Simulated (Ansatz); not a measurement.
```xyz
6

Li    2.5220    0.0000    0.0000
Li    1.2610    2.1841    0.0000
Li   -1.2610    2.1841    0.0000
Li   -2.5220    0.0000    0.0000
Li   -1.2610   -2.1841    0.0000
Li    1.2610   -2.1841    0.0000
```

Basis set: 6-31G (spherical functions). All electrons are correlated. Charge 0, multiplicity 1.

Computed with Ansatz (development build ahead of 0.2.0); each method stands on the lowest determinant of its kind that the runs found. Restricted open shells among the atoms or ions are ROHF, correlated in semicanonical orbitals with singles.

**Question.** Give the atomization energy at this shape (free ground-state atoms in the same class of orbitals less the molecule, no zero-point energy) of singlet Li6 by RHF-MP2, RHF.

**Answer.**

```tsv
method	atomization energy
RHF-MP2	1.41 eV
RHF	-0.68 eV
```

Caution: no unrestricted run beside it, a lower state can exist; the shape is not the minimum.

This basis has no polarisation functions and is too small for such energies, which can lie far from measured ones in either direction.
